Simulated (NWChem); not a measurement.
HB in NWChem

```xyz
2

B      0.0000     0.0000     0.2087
H      0.0000     0.0000    -1.0435
```
Charge 0, spin multiplicity 1.

The numbers come from NWChem runs, not from measurements. All single points use one geometry, from PBE0/def2-SVP, a minimum by its harmonic frequencies.

Symmetry labels belong to the abelian group C2v used in the runs, with the axes of the coordinates shown; states degenerate in a higher group split over its labels.

The structure started from a generated list of species.

**Question.** List the lowest 6 singlet excitations that TDA-BHandHLYP/def2-SVPD gives, with oscillator strengths.

**Answer.** 
| state | symmetry | energy (eV) | wavelength (nm) | f |
|---|---|---|---|---|
| 1 | b1 | 2.83 | 438 | 0.041 |
| 2 | b2 | 2.83 | 438 | 0.041 |
| 3 | a1 | 6.59 | 188 | 0.128 |
| 4 | a1 | 9.38 | 132 | 0.370 |
| 5 | b1 | 9.55 | 130 | 0.039 |
| 6 | b2 | 9.55 | 130 | 0.039 |
